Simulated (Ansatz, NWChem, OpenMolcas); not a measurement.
## How basis sets differ on CsF (SMILES [F][Cs])

CsF: 2 atoms, total charge 0, spin state singlet. As SMILES, `[F][Cs]`. Geometry: the measured bond length.

```xyz
2

F     0.0000    0.0000    0.0000
Cs    0.0000    0.0000    2.3454
```

Quantity: the HOMO–LUMO gap, in eV. The values are calculated.

| level | kind | program | value (eV) | CPU time |
| --- | --- | --- | --- | --- |
| HF/ANO-R0 (sfX2C) | Hartree–Fock | OpenMolcas | 4.84 | 3.1 s |
| HF/def2-SVP (core potential) | Hartree–Fock | OpenMolcas | 10.47 | 1.2 s |
| HF/3-21G | Hartree–Fock | Ansatz | 7.24 | 0.59 s |
| HF/def2-TZVPP (core potential) | Hartree–Fock | NWChem | 11.04 | 5.4 s |
| HF/x2c-SVPall (sfX2C) | Hartree–Fock | Ansatz | 10.67 | 0.54 s |

All-electron rows without a relativistic Hamiltonian named are non-relativistic, while core potentials hold scalar relativity, so basis and relativity change together. The values span 4.84 to 11.04 eV. A Hartree–Fock LUMO above zero doesn't converge with the basis: it sinks as sets grow more diffuse. Orbital gaps aren't excitation energies. Times are those of the runs behind each value, whatever else they computed, on shared processors of several kinds: orders of magnitude only.
